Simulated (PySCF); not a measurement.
Sn(Cl)2 anion (Cl₂Sn), SMILES [Cl][Sn][Cl] (connectivity only; charge and spin as stated), charge -1, multiplicity 2.

Coordinates come from a PBE-D3(BJ)/def2-SVPD optimisation. The spin state was assumed, not searched. The isomer is the one that the SMILES or the coordinates give; other isomers of the formula were not compared. The def2 effective core potentials stand for the cores of Sn; spin–orbit coupling is left out.

Two levels are set side by side: PBE/def2-TZVPD (PySCF) and r2SCAN/def2-TZVPD (PySCF). Same geometry, gas phase. Differences are taken from unrounded values.

```csv
quantity,r2SCAN
α-spin orbital gap (eV),2.07
β-spin orbital gap (eV),4.44
mean polarisability (bohr³),109.8
```

Problem. What does PBE give, and how far is it from r2SCAN? (An estimate is asked for; the answer gives what the named calculation found.)

Solution. 
```
quantity                       PBE  PBE minus r2SCAN
---------------------------  -----  ----------------
α-spin orbital gap (eV)       1.54             -0.53
β-spin orbital gap (eV)       3.82             -0.62
mean polarisability (bohr³)  116.1               6.3
```

Rough cost on one machine, each run with all the roots and properties that it gave: r2SCAN against PBE within a factor of 2.
